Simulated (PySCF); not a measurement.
Electron correlation in Sr (strontium, neutral)

[Kr] 4d2, high-spin 3F determinant (an excited configuration). All numbers are calculated (PySCF 2.14, scalar relativity by spin-free X2C-1e, in ANO-RCC-VTZP (7s6p3d1f, 47 functions)). Frozen: [Kr]; 2 electrons correlated.

With two correlated electrons CCSD is exact within the correlated space (frozen core and kept virtual orbitals).

```csv
level,correlation energy (mhartree)
CCSD,-1.71
```

Diagnostics: T1 = 0.0018, D1 = 0.0026, largest double amplitude 0.029.

Cost of the coupled-cluster step: roughly 0.28 core-seconds, for 2 correlated electrons.
